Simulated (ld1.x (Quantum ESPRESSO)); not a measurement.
Before and after: TM potential for Tl

```json
{"Element": "Tl (Z = 81)", "Generator": "ld1.x (Quantum ESPRESSO) 7.5", "Type": "norm-conserving Troullier–Martins (Kleinman–Bylander form)", "Functional": "PBE", "Relativity": "fully relativistic", "Frozen core": "[Xe] 4f14", "Valence charge": "13", "Reference configuration": "5d10 6s2 6p0 (charge +1)", "Partial waves": "6p (bound, empty): rc 2.45 bohr; 5d (bound): rc 1.90 bohr; 6s (bound): rc 1.50 bohr", "Local potential": "the s channel", "Core correction": "none"}
```

Open shells are filled in proportion to 2j + 1 (rel_dist='average').

Change: local potential the d channel.

Cutoffs: the cutoffs (Ry, on a coarse ladder) from which the occupation-weighted sum of valence levels, in a spherical-Bessel basis at the reference potential, stays within 10 and 1 mRy of its value at 400 Ry; they do not see the model core or the augmentation charge, which bear on the density cutoff. Errors are all-electron minus pseudo energies relative to the spin-unpolarised reference configuration.

Predict the effect on cutoff, ghosts and configuration errors.

The potential gets neither clearly harder nor softer (80 Ry and 160 Ry → 80 Ry and 160 Ry); a bound ghost appears in p, s, which as a rule spoils a file; the miss of the reference levels goes from 0.00 to 1.35 eV; the number of tests that count goes from 7 to 5; of the 5 tests that both files solve, the error grows in 1 and shrinks in 0 by more than 15 % and 0.3 meV (median size 35.1 → 34.5 meV); the range in which the s phases agree widens (upper end -0.3 → 2.8). In the separable form a ghost depends on how the local part lies against the semilocal potential of the channel, so the choice of the local part can create or remove one. In the changed file the local d channel has no projectors, so it cannot carry the spin–orbit splitting, and the file is wrong for that shell.

| quantity | base | changed |
| --- | --- | --- |
| cutoff, loose | 80 Ry | 80 Ry |
| cutoff, tight | 160 Ry | 160 Ry |
| loose cutoff by channel (10 mRy a level) | d 45 Ry, s 35 Ry | s 40 Ry, d 40 Ry |
| bound ghosts | none | s, p3/2, p1/2 |
| largest miss of a reference level, eV | 0.00 | 1.35 |
| tests counted (converged, no solver errors) | 7 of 7 | 5 of 7 |
| error for 5d10 6s2 6p1, meV [ΔE -5.27 eV] | +2.3 | -2.4 |
| error for 5d10 6s1 6p0, meV [ΔE 20.79 eV] | +35 | +35 |
| error for 5d10 6s0 6p0, meV [ΔE 50.93 eV] | +145 | +146 |
| error for 5d9 6s0 6p0, meV [ΔE 102.70 eV] | +40 | +146 |
| error for 5d10 6s1 6p2, meV [ΔE 2.01 eV] | +24 | +24 |
| s: phases at 2.65 bohr within 0.05 rad from the reference energy up to (Ry; the scan ends near 5) | -0.3 | 2.8 |
| p1/2: phases at 2.65 bohr within 0.05 rad from the reference energy up to (Ry; the scan ends near 5) | 4.1 | 4.7 |
| p3/2: phases at 2.65 bohr within 0.05 rad from the reference energy up to (Ry; the scan ends near 5) | 4.0 | 4.1 |
| d3/2: phases at 2.65 bohr within 0.05 rad from the reference energy up to (Ry; the scan ends near 5) | 0.6 | n/a |
| d5/2: phases at 2.65 bohr within 0.05 rad from the reference energy up to (Ry; the scan ends near 5) | 0.8 | n/a |

Changed file: Tests not counted: 5d10 6s1 6p1 (pseudo-atom not self-consistent, printed error -999 eV); 5d10 6s0 6p3 (solver errors, printed error -27.0 eV). These tests converged, but a pseudo level misses the all-electron one widely, so the file describes the atom poorly there or has found another state: 5d10 6s0 6p0: empty 6p by 3.0 eV; 5d9 6s0 6p0: empty 6p by 9.8 eV. A true bound ghost makes a file unfit for plane-wave use even where its test errors are small: the radial tests pick states by their node count and pass the ghost by. Where a test does run into it, the solver fails or the error is huge.
